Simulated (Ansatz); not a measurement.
HAu2 was relaxed with PBE-D4 (def2-TZVP) in Ansatz in these states: neutral doublet, neutral quartet. The geometries follow in no particular order.

In the def2 sets Au takes a core potential; there is no spin–orbit coupling.

A:

| atom | x (Å) | y (Å) | z (Å) |
| --- | --- | --- | --- |
| Au1 | -0.671 | 0.559 | 0.744 |
| Au2 | 0.168 | 0.085 | -1.794 |
| H3 | 0.503 | -0.643 | 1.050 |

B:

```xyz
3

Au    0.546    0.209   -0.056
Au   -1.796    0.147   -1.175
H     1.250   -0.357    1.231
```

Problem. Judge from the bond lengths which geometry belongs to which state (an estimate).

Solution. A is the neutral quartet (Au1–H3 1.708 Å, Au1–Au2 2.714 Å); B is the neutral doublet (Au1–H3 1.572 Å, Au1–Au2 2.597 Å).

At PBE0-D4/def2-TZVP a doublet lies 3.34 eV below the neutral quartet. These are the stationary points nearest to one start from a short search; other shapes may lie lower in each state.
